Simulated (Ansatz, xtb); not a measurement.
BF2GeH4O+: which of two isomers lies lower

Structure a: `FB[OH+][GeH2][F]`, a singlet. Structure b: `FB(F)[OH+][GeH3]`, a singlet. Both are isolated ions in the gas phase, relaxed with r2SCAN-D4/def2-SVP; the shapes shown needn't be the lowest conformers.

a (Å):

```yaml
atoms:
  - { symbol: B, position_ang: [-0.7627, 0.0918, 0.3754] }
  - { symbol: F, position_ang: [-0.7641, -1.0325, -0.2796] }
  - { symbol: F, position_ang: [2.8597, 1.6354, -0.5453] }
  - { symbol: Ge, position_ang: [1.9886, 0.2163, -0.9373] }
  - { symbol: O, position_ang: [0.4457, 0.8087, 0.1843] }
  - { symbol: H, position_ang: [-1.6273, 0.5305, 1.0670] }
  - { symbol: H, position_ang: [0.5539, 1.6715, 0.6338] }
  - { symbol: H, position_ang: [1.4102, 0.2662, -2.3368] }
  - { symbol: H, position_ang: [2.4932, -0.9945, -0.1791] }
```

b (Å):

```yaml
atoms:
  - { symbol: B, position_ang: [2.4891, -0.2471, 0.5565] }
  - { symbol: F, position_ang: [2.3357, 0.5065, -0.4892] }
  - { symbol: F, position_ang: [3.5549, -0.8951, 0.8934] }
  - { symbol: Ge, position_ang: [-0.4070, 0.5852, 1.0429] }
  - { symbol: O, position_ang: [1.3468, -0.3456, 1.3933] }
  - { symbol: H, position_ang: [1.4481, -0.9095, 2.1843] }
  - { symbol: H, position_ang: [-0.7459, -0.0349, -0.3003] }
  - { symbol: H, position_ang: [0.0743, 2.0245, 1.0651] }
  - { symbol: H, position_ang: [-1.1347, 0.0619, 2.2694] }
```

Problem. Estimate E(b) − E(a) at the level CCSD(T)/def2-SVP + ΔMP2/def2-TZVPP.

Solution. Calculated at CCSD(T)/def2-SVP + ΔMP2/def2-TZVPP: E(b) − E(a) = −19.7 kcal/mol, so structure b lies lower.

Level by level:

```tsv
level	geometry	E(b) − E(a) (kcal/mol)	departure from the last row (kcal/mol)	job, with rough time for the two
GFN2-xTB	GFN2-xTB	+3.3	+23.0	optimisation, 0.76 s
HF/STO-3G	GFN2-xTB	−36.2	−16.4	single point, 0.94 s
r2SCAN-D4/def2-SVP//GFN2-xTB	GFN2-xTB	−23.1	−3.4	single point, 4.5 s
r2SCAN-D4/def2-SVP	r2SCAN-D4/def2-SVP	−23.7	−4.0	optimisation, 52 s
HF/def2-SVP	r2SCAN-D4/def2-SVP	−23.9	−4.2	part of the CCSD(T) run
MP2/def2-SVP	r2SCAN-D4/def2-SVP	−23.3	−3.6	part of the CCSD(T) run
CCSD(T)/def2-SVP	r2SCAN-D4/def2-SVP	−23.7	−4.0	single point
CCSD(T)/def2-SVP + ΔMP2/def2-TZVPP	r2SCAN-D4/def2-SVP	−19.7		single point, 63 s
```

As drawn, b has 1 B–F, 1 Ge–H in place of 1 F–Ge, 1 B–H.

GFN2-xTB puts the two in the other order. The largest departure from CCSD(T)/def2-SVP + ΔMP2/def2-TZVPP is that of GFN2-xTB, 23.0 kcal/mol. The last row adds to CCSD(T) the change of the MP2 difference between the two basis sets, here +4.0 kcal/mol, a large step that makes the value less sure.

With harmonic frequencies from r2SCAN-D4/def2-SVP (ideal gas, rigid rotor, one conformer each, 298.15 K, 1 atm): on the last row, ΔE + ΔZPE = −20.0 kcal/mol. A mode under 50 cm⁻¹ makes harmonic enthalpies and free energies unreliable, so none is given.

The correlated steps freeze 13 core orbitals; the filled d shell of Ge is correlated, in a basis made for valence electrons. Run with Ansatz 0.2.0, xtb 6.7.1; the last row on 2 threads of Intel(R) Xeon(R) Platinum 8259CL CPU @ 2.50GHz (Skylake/Cascade Lake) on a shared host.
